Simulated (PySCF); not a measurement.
Si(OMe)2 (C₂H₆O₂Si), SMILES CO[Si]OC (connectivity only; charge and spin as stated), neutral, multiplicity 1. Atoms are numbered in the order given.

```xyz
11

Si    -1.0186    -0.0418     0.0000
O      0.4094    -0.9360     0.0000
C      0.5116    -2.3411     0.0000
H      1.0652    -2.6793    -0.8922
H      1.0652    -2.6793     0.8922
H     -0.4769    -2.8391     0.0000
O     -0.3964     1.4979     0.0000
C      0.9310     1.9885     0.0000
H      1.0894     2.6169    -0.8922
H      1.0894     2.6169     0.8922
H      1.6675     1.1697     0.0000
```

Coordinates come from a B3LYP-D3(BJ)/def2-SVP optimisation. Other conformers were not sampled.

Two levels are set side by side: PBE/pcSseg-1 (PySCF) and PBE0/pcSseg-1 (PySCF). GIAO shifts against H2O (¹⁷O), TMS (²⁹Si), TMS (¹H), TMS (¹³C) at the same level; non-relativistic, no solvent, atoms listed together averaged. Differences are taken from unrounded values.

| quantity | PBE0 | PBE | PBE minus PBE0 |
|---|---|---|---|
| δ(²⁹Si) of Si1 (ppm) | 74.0 | 66.8 | -7.1 |
| δ(¹³C) of C3, C8 (ppm) | 53.1 | 54.4 | 1.3 |

Rough cost on one machine, each run with all the roots and properties that it gave: PBE0 against PBE within a factor of 2.
